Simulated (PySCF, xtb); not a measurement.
Se(SH)2 (H2S2Se), SMILES S[Se]S.

GFN2-xTB (xtb) at its own geometry gives an orbital gap of 3.55 eV and a dipole moment of 0.13 D.

The structure is a stationary point at ωB97X-D3(BJ)/def2-TZVP. The values are those of a single conformer.

What does PBE/def2-TZVPD (PySCF) give? (An estimate is asked for; the answer gives what the named calculation found.)

gap 3.64 eV (levels -6.11 and -2.47 eV), dipole 0.13 D.
